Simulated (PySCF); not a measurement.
`[O-]/C(F)=C/C(F)F`, [C3H2F3O]-, charge -1

Geometry:
| atom | x (Å) | y (Å) | z (Å) |
| --- | --- | --- | --- |
| O1 | 2.578 | -0.389 | -0.019 |
| C2 | 1.429 | -0.048 | 0.166 |
| F3 | 1.265 | 0.964 | 1.217 |
| C4 | 0.238 | -0.399 | -0.392 |
| C5 | -1.042 | 0.155 | 0.000 |
| F6 | -1.750 | 0.761 | -1.046 |
| F7 | -1.975 | -0.800 | 0.425 |
| H8 | 0.250 | -1.137 | -1.176 |
| H9 | -0.979 | 0.900 | 0.801 |

Total charge -1.

Theory: GIAO KT3/aug-pcSseg-1 magnetisability, rotational g tensor and spin-rotation constants, non-relativistic, gas phase in PySCF. Geometry: GFN2-xTB.

For an ion the centre-of-mass motion in the field is neglected.

Give the nuclear spin-rotation constants along the inertial axes (H = +C I·J) beside the isotropic shieldings.

Rotational constants 5.3728, 1.3986, 1.3767 GHz. A star marks the isotopologue with that one atom substituted, in its own axes.
```
atom  isotope  Caa (kHz)  Cbb (kHz)  Ccc (kHz)  mean (kHz)  σ (ppm)
  F3      19F     12.656      1.131      2.498       5.429    186.9
  F6      19F      4.615      2.693      1.240       2.849    261.6
  F7      19F      4.620      2.696      1.242       2.853    261.3
  H8       1H     -0.510      0.122     -0.151      -0.179     29.2
  H9       1H     -0.297      0.151     -0.115      -0.087     24.3
  O1     17O*     -1.576     -0.482     -0.240      -0.766     68.5
  C2     13C*      1.366      0.703      0.454       0.841     26.1
  C4     13C*      1.054      0.313      0.237       0.535    136.8
  C5     13C*      1.751      0.468      0.397       0.872     55.8
```
For the geometry as given, no vibrational averaging.

How do the rotational constants and the g tensor change when H8, H9 are replaced by deuterium?

Constants 5.1212, 1.3960, 1.3571 GHz; g -0.0588, -0.0345, -0.0273, against -0.0617, -0.0345, -0.0277 before.
